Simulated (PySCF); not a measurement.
**Bi(3+) (bismuth, charge +3) across methods**

[Xe] 4f14 5d10 6s2, closed-shell 1S. All numbers are calculated (PySCF 2.14, scalar relativity through the core potential, in aug-cc-pwCVTZ-PP with ECP60MDF (8s7p6d4f1g, 96 functions)).

```csv
method,E (hartree),mean ε 5p (eV),mean ε 5d (eV),mean ε 6s (eV),Σ⟨r²⟩ (bohr²),⟨S²⟩
B97-3,-212.9025,-130.37,-57.371,-40.912,34.12,0.000
wB97X-V,-212.8291,-132.04,-59.699,-43.287,34.13,0.000
PBE0,-212.8501,-129.99,-57.255,-40.934,34.14,0.000
UHF,-211.88306,-143.92,-63.551,-42.875,34.33,0.000
PBE,-212.8757,-124.95,-54.745,-39.919,34.16,0.000
PBEsol,-212.6514,-124.78,-54.692,-40.021,34.16,0.000
M06-2X,-212.7364,-133.76,-59.627,-42.123,34.16,0.000
LDA,-212.5392,-124.84,-54.835,-40.403,34.24,0.000
```

Problem. Estimate the same row for r2SCAN.

Solution. E (hartree) = -212.9398; mean ε 5p (eV) = -127.54; mean ε 5d (eV) = -55.568; mean ε 6s (eV) = -40.073; Σ⟨r²⟩ (bohr²) = 34.06; ⟨S²⟩ = 0.000.

Energies and moments cover only the electrons outside the core potential. Spin-orbit coupling, which splits the p, d and f shells strongly at this Z, is absent.
